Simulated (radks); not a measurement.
Valence configurations of the phosphorus ion P3+ (all share [Ne]). All-electron calculation, non-relativistic Kohn-Sham, PBE, spin-polarised, spherical densities, point nucleus; open shells are filled with parallel spins first. Program: a radial shooting solver on a logarithmic mesh with Libxc functionals. Energies are relative to 3s2; eigenvalues in eV for spin up.

| valence | E (eV) | moment (Bohr magnetons) | e(3p) | e(3s) |
|---|---|---|---|---|
| 3s2 | 0.000 | 0 | - | -45.504 |
| 3s1 3p1 | 8.353 | 2 | -37.222 | -47.503 |
| 3p2 | 18.635 | 2 | -37.705 | - |
| 3s1.5 3p0.5 | 4.612 | 1 | -36.415 | -46.618 |
| 3s0.5 3p1.5 | 13.494 | 2 | -37.466 | -47.749 |

NIST lists [Ne] 3s2 as the ground configuration; this level of theory agrees among the configurations tried. The energies are those of spherical high-spin densities, not of single terms.
